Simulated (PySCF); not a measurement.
C$_{3}$H$_{8}$N (SMILES [CH2-]N(C)C), charge -1, singlet, geometry from GFN2-xTB, with bond 11-4 at 1.25 times its length; HF/6-31G (PySCF).

Here is a job for PySCF.
```python
from pyscf import gto, scf

mol = gto.M(
    atom='''
N     0.00154641    0.02985114    0.37852189
C    -0.00224884    1.46958385   -0.20189574
C     1.17444159   -0.65283405   -0.08441976
C    -1.17384969   -0.65508514   -0.07464857
H     0.88375483    1.93722288    0.34779325
H    -0.88454234    1.93552778    0.35515110
H     1.24642441   -0.71913899   -1.19419213
H     1.20514183   -1.68270458    0.31276513
H     2.05914801   -0.11968068    0.26925121
H    -1.25493808   -0.72153682   -1.18378401
H    -2.27729109    0.00923870    0.37663310
H    -1.19926907   -1.68500947    0.32276984
''',
    basis='6-31g',
    charge=-1,
    verbose=5,
)

mf = scf.RHF(mol)
mf.kernel()
mo_i, mo_e, stable_i, stable_e = mf.stability(internal=True, external=True, return_status=True, nroots=6, tol=1e-6)
print('internally stable:', stable_i, ' externally stable:', stable_e)
if not stable_e:
    umf = mf.to_uhf() if not hasattr(mf, 'xc') else mf.to_uks()
    umf.scf_summary = {}
    umf.kernel(umf.make_rdm1(mo_e, umf.mo_occ))
```

It wrote (shortened):

```
PySCF version 2.14.0

[INPUT] verbose = 5
[INPUT] max_memory = 4000
[INPUT] num. atoms = 12
[INPUT] num. electrons = 34
[INPUT] charge = -1
[INPUT] spin (= nelec alpha-beta = 2S) = 0
[INPUT] symmetry False subgroup None
[INPUT] Mole.unit = angstrom
[INPUT] Symbol           X                Y                Z      unit          X                Y                Z       unit  Magmom
[...]
[INPUT] ---------------- BASIS SET ----------------
[INPUT] l, kappa, [nprim/nctr], expnt,             c_1 c_2 ...
[INPUT] N
[...]
                                627.4579          0.013995
                                142.9021          0.068587
                                40.23433          0.232241
                                12.82021          0.46907
                                4.390437          0.360455
[...]
                                2.71628           -0.169118
                                0.772218          1.145852
[...]
                                2.71628           0.323907
                                0.772218          0.740895
[...]
[INPUT] H
[...]
                                2.8253937         0.23472695
                                0.6401217         0.81375733
[...]
[INPUT] C
[...]
                                457.36951         0.0140373
                                103.94869         0.0688426
                                29.210155         0.2321844
                                9.286663          0.4679413
                                3.163927          0.362312
[...]
                                1.8812885         -0.1608542
                                0.5442493         1.1434564
[...]
                                1.8812885         0.316424
                                0.5442493         0.7443083
[...]
nuclear repulsion = 128.201434643247
number of shells = 36
number of NR pGTOs = 120
number of NR cGTOs = 52
basis = 6-31g
ecp = {}

******** <class 'pyscf.scf.hf.RHF'> ********
method = RHF
initial guess = minao
damping factor = 0
level_shift factor = 0
DIIS = <class 'pyscf.scf.diis.CDIIS'>
diis_start_cycle = 1
diis_space = 8
diis_damp = 0
SCF conv_tol = 1e-09
SCF conv_tol_grad = None
SCF max_cycles = 50
direct_scf = True
direct_scf_tol = 1e-13
Set gradient conv threshold to 3.16228e-05
Initial guess from minao.
E1 = -484.70720099692693  E2 = 183.8070978247899  Ecoul = 208.65543271457625  Exc = -24.848334889786344
init E= -172.69866852889
cond(S) = 431.646032064758
  mo_energy =
[-15.61998865 -11.32306025 -11.30707001 -11.28691419  -1.63972015
  -1.16110142  -1.09524415  -0.82694307  -0.57783825  -0.55721982
  -0.5245814   -0.4348734   -0.36379986  -0.36269838  -0.33930348
  -0.27704622  -0.12377594   0.12944601   0.19585648   0.22557483
   0.23744176   0.24258475   0.2466013    0.27860716   0.28836067
   0.32584256   0.32884581   0.37057037   0.73602232   0.74640326
   0.75315931   0.76240819   0.77380424   0.80098983   0.91970884
   0.92299796   0.97992111   0.98859857   1.04111952   1.04981139
   1.08788064   1.10246061   1.13762445   1.16079792   1.1730084
   1.18857599   1.26482628   1.27509129   1.29746771   1.52927488
   1.67949334   1.92204043]
E1 = -494.05856251092735  E2 = 193.4722959327012  Ecoul = 218.51224714332102  Exc = -25.03995121061982
cycle= 1 E= -172.384831934979  delta_E= 0.314  |g|= 0.371  |ddm|= 2.99
  mo_energy =
[-15.27978126 -11.14347783 -11.09793175 -10.77472153  -0.99204737
  -0.7688017   -0.66659824  -0.52825746  -0.43192368  -0.41223418
  -0.38768017  -0.36682257  -0.28414692  -0.19380447  -0.16674579
  -0.14224624   0.05355456   0.37051779   0.42305013   0.45454646
   0.47343446   0.48613858   0.50489687   0.52539728   0.5607095
   0.61728216   0.63400793   0.68351015   0.96541907   0.98668882
   1.00981288   1.01864332   1.06919756   1.15092131   1.18077325
   1.19985424   1.24256263   1.28188327   1.32144347   1.32619021
   1.36186683   1.36910392   1.39285415   1.40989691   1.47322606
   1.50031838   1.54671837   1.57427688   1.57927297   1.86280284
   1.91247058   2.23455502]
E1 = -493.10455297599697  E2 = 192.47373223798397  Ecoul = 217.47449508482313  Exc = -25.000762846839166
cycle= 2 E= -172.429386094766  delta_E= -0.0446  |g|= 0.145  |ddm|= 0.716
  mo_energy =
[-1.53498603e+01 -1.10804076e+01 -1.10562817e+01 -1.09700106e+01
 -1.01080484e+00 -7.54229907e-01 -6.83153070e-01 -5.60471024e-01
 -4.29557655e-01 -4.13714260e-01 -3.90199349e-01 -3.51301459e-01
 -2.82025005e-01 -2.38327995e-01 -2.21807962e-01 -1.76262598e-01
 -1.33398936e-02  3.80514233e-01  4.33064709e-01  4.65331130e-01
  4.78615922e-01  4.87110631e-01  5.11944958e-01  5.19471418e-01
  5.38294171e-01  5.87864147e-01  6.31605551e-01  6.39339232e-01
  9.76022753e-01  9.87161507e-01  1.00217692e+00  1.01072928e+00
  1.06413562e+00  1.10171522e+00  1.15788465e+00  1.18003473e+00
  1.22856720e+00  1.27066319e+00  1.31670521e+00  1.31933441e+00
  1.35420193e+00  1.37015216e+00  1.40182932e+00  1.41938552e+00
  1.44669782e+00  1.45808095e+00  1.52821716e+00  1.53762239e+00
  1.55861212e+00  1.82306257e+00  1.91712595e+00  2.20152167e+00]
E1 = -493.5188791685199  E2 = 192.88160454662844  Ecoul = 217.9245610716275  Exc = -25.042956524999056
cycle= 3 E= -172.435839978644  delta_E= -0.00645  |g|= 0.0402  |ddm|= 0.256
  mo_energy =
[-1.53239786e+01 -1.10889463e+01 -1.10601605e+01 -1.09436357e+01
 -1.00499481e+00 -7.51866510e-01 -6.77832884e-01 -5.56225824e-01
 -4.29153168e-01 -4.12223193e-01 -3.88985552e-01 -3.52384321e-01
 -2.82391648e-01 -2.34296641e-01 -2.19454239e-01 -1.73390774e-01
 -1.06571658e-02  3.82632987e-01  4.34875682e-01  4.67091106e-01
  4.80274175e-01  4.88244203e-01  5.13019428e-01  5.22663765e-01
  5.40914494e-01  5.90266918e-01  6.34960795e-01  6.44906908e-01
  9.75808494e-01  9.86798779e-01  1.00331140e+00  1.01173911e+00
  1.06565720e+00  1.10936129e+00  1.15782188e+00  1.18323842e+00
  1.23114049e+00  1.27341710e+00  1.32042148e+00  1.32207053e+00
  1.35622281e+00  1.37306792e+00  1.40274354e+00  1.42213371e+00
[...]
converged SCF energy = -172.43670480959
<class 'pyscf.scf.hf.RHF'> wavefunction is stable in the internal stability analysis
[...]
    2     ->     5
davidson 3 8  |r|= 0.212  e= [0.21607352 0.27772992 0.38302692 0.44143307 0.51697278 0.53947415]  max|de|= 0.517  lindep= 0.884
Old state -> New state
    4     ->     2
    2     ->     4
    2     ->     5
davidson 4 14  |r|= 0.187  e= [0.19869575 0.24824989 0.32457046 0.33908447 0.37108683 0.39654083]  max|de|= 0.339  lindep= 0.87
Old state -> New state
    3     ->     2
    2     ->     3
    4     ->     5
davidson 5 20  |r|= 0.107  e= [0.19151388 0.23949383 0.27516901 0.28370157 0.29951899 0.35569886]  max|de|= -0.0716  lindep= 0.892
davidson 6 26  |r|= 0.0752  e= [0.19063251 0.23638418 0.263373   0.26959485 0.28045666 0.33033933]  max|de|= -0.0254  lindep= 0.854
davidson 7 32  |r|= 0.0852  e= [0.190564   0.23562415 0.2568643  0.26622502 0.27458296 0.31487664]  max|de|= -0.0155  lindep= 0.853
davidson 8 6  |r|= 0.0852  e= [0.190564   0.23562415 0.2568643  0.26622502 0.27458296 0.31487664]  max|de|= 1.39e-15  lindep= 0.981
davidson 9 12  |r|= 0.0705  e= [0.19055907 0.23550682 0.25498751 0.26574449 0.27390874 0.30630746]  max|de|= -0.00857  lindep= 0.806
[...]
davidson 10 18  |r|= 0.0599  e= [0.19055821 0.23546979 0.25405449 0.26550057 0.27373295 0.30031136]  max|de|= -0.006  lindep= 0.79
davidson 11 23  |r|= 0.038  e= [0.19055815 0.23546406 0.25382849 0.26543353 0.27368161 0.29730888]  max|de|= -0.003  lindep= 0.723
[...]
davidson 12 28  |r|= 0.0166  e= [0.19055815 0.23546329 0.2537819  0.26541866 0.27366928 0.29651293]  max|de|= -0.000796  lindep= 0.734
davidson 13 6  |r|= 0.0166  e= [0.19055815 0.23546329 0.2537819  0.26541866 0.27366928 0.29651293]  max|de|= 1.61e-15  lindep= 0.996
davidson 14 10  |r|= 0.0109  e= [0.19055815 0.23546321 0.25377568 0.26541646 0.27366777 0.29637842]  max|de|= -0.000135  lindep= 0.706
[...]
davidson 15 14  |r|= 0.00528  e= [0.19055815 0.23546319 0.25377395 0.26541578 0.27366733 0.29631675]  max|de|= -6.17e-05  lindep= 0.734
[...]
davidson 16 16  |r|= 0.00258  e= [0.19055815 0.23546319 0.25377358 0.26541562 0.27366726 0.29629874]  max|de|= -1.8e-05  lindep= 0.759
davidson 17 17  |r|= 0.00138  e= [0.19055815 0.23546319 0.25377356 0.26541561 0.27366724 0.29629378]  max|de|= -4.96e-06  lindep= 0.738
davidson 18 18  |r|= 0.000673  e= [0.19055815 0.23546319 0.25377356 0.26541561 0.27366723 0.29629133]  max|de|= -2.45e-06  lindep= 0.886
[...]
converged 19 19  |r|= 0.00056  e= [0.19055815 0.23546319 0.25377356 0.26541561 0.27366722 0.2962906 ]  max|de|= -7.33e-07
rhf_real2complex: lowest eigs of H = [0.19055815 0.23546319 0.25377356 0.26541561 0.27366722 0.2962906 ]
<class 'pyscf.scf.hf.RHF'> wavefunction is stable in the real -> complex stability analysis
davidson 0 1  |r|= 0.782  e= [0.85468093]  max|de|= 0.855  lindep=    1
Old state -> New state
    0     ->     1
davidson 1 2  |r|= 0.782  e= [0.60289709 0.8550185 ]  max|de|= 0.603  lindep= 0.99
Old state -> New state
    1     ->     0
    0     ->     2
    1     ->     3
davidson 2 4  |r|= 0.786  e= [0.29146269 0.41028374 0.60570374 0.87238298]  max|de|= 0.41  lindep= 0.91
Old state -> New state
    3     ->     1
    1     ->     2
    2     ->     3
    0     ->     4
    1     ->     5
davidson 3 8  |r|= 0.318  e= [0.180184   0.26403775 0.32811738 0.38665088 0.41800021 0.49132512]  max|de|= -0.608  lindep= 0.864
davidson 4 14  |r|= 0.164  e= [0.17168236 0.17993488 0.24267818 0.31902154 0.33806772 0.41137262]  max|de|= -0.0854  lindep= 0.834
Old state -> New state
    1     ->     0
    0     ->     2
    4     ->     3
    3     ->     4
davidson 5 20  |r|= 0.115  e= [0.15167854 0.16866947 0.17565338 0.24933068 0.2837357  0.33334056]  max|de|= 0.333  lindep= 0.864
Old state -> New state
    0     ->     1
    3     ->     4
    4     ->     5
davidson 6 26  |r|=  0.2  e= [0.13628685 0.14846756 0.17296853 0.21783515 0.24007616 0.27525905]  max|de|= 0.275  lindep= 0.797
davidson 7 32  |r|= 0.0859  e= [0.13229708 0.14500972 0.17287683 0.19833653 0.23359355 0.24317653]  max|de|= -0.0321  lindep= 0.825
davidson 8 6  |r|= 0.0859  e= [0.13229708 0.14500972 0.17287683 0.19833653 0.23359355 0.24317653]  max|de|= 5.55e-16  lindep= 0.989
davidson 9 12  |r|= 0.0555  e= [0.13191565 0.14454564 0.17286507 0.19520465 0.23130495 0.23745944]  max|de|= -0.00572  lindep= 0.871
davidson 10 18  |r|= 0.0525  e= [0.13181947 0.14441331 0.1728606  0.19413021 0.2279386  0.23562394]  max|de|= -0.00337  lindep= 0.819
[...]
davidson 11 24  |r|= 0.0252  e= [0.13180426 0.14439298 0.17285961 0.19383384 0.22638934 0.23519906]  max|de|= -0.00155  lindep= 0.765
davidson 12 29  |r|= 0.0116  e= [0.13180212 0.14439053 0.17285945 0.19376472 0.22595728 0.23510535]  max|de|= -0.000432  lindep= 0.745
[...]
davidson 13 6  |r|= 0.0116  e= [0.13180212 0.14439053 0.17285945 0.19376472 0.22595728 0.23510535]  max|de|= -2.19e-15  lindep= 0.99
davidson 14 9  |r|= 0.0103  e= [0.13180206 0.1443903  0.17285943 0.19375063 0.22583997 0.23508451]  max|de|= -0.000117  lindep= 0.77
davidson 15 12  |r|= 0.00676  e= [0.13180204 0.14439022 0.17285943 0.19374522 0.22575842 0.23507224]  max|de|= -8.15e-05  lindep= 0.768
davidson 16 15  |r|= 0.00462  e= [0.13180202 0.1443902  0.17285943 0.19374357 0.22572484 0.23506823]  max|de|= -3.36e-05  lindep= 0.767
[...]
davidson 17 18  |r|= 0.00246  e= [0.131802   0.14439017 0.17285943 0.19374317 0.22571239 0.23506653]  max|de|= -1.25e-05  lindep= 0.708
[...]
davidson 18 20  |r|= 0.00111  e= [0.13180198 0.14439017 0.17285942 0.19374307 0.22570515 0.23506565]  max|de|= -7.24e-06  lindep= 0.886
davidson 19 21  |r|= 0.0006  e= [0.13180198 0.14439017 0.17285942 0.19374306 0.2257035  0.23506551]  max|de|= -1.65e-06  lindep= 0.935
[...]
converged 20 22  |r|= 0.000566  e= [0.13180198 0.14439017 0.17285942 0.19374306 0.22570295 0.23506542]  max|de|= -5.45e-07
rhf_external: lowest eigs of H = [0.13180198 0.14439017 0.17285942 0.19374306 0.22570295 0.23506542]
<class 'pyscf.scf.hf.RHF'> wavefunction is stable in the RHF/RKS -> UHF/UKS stability analysis
internally stable: True  externally stable: True
```
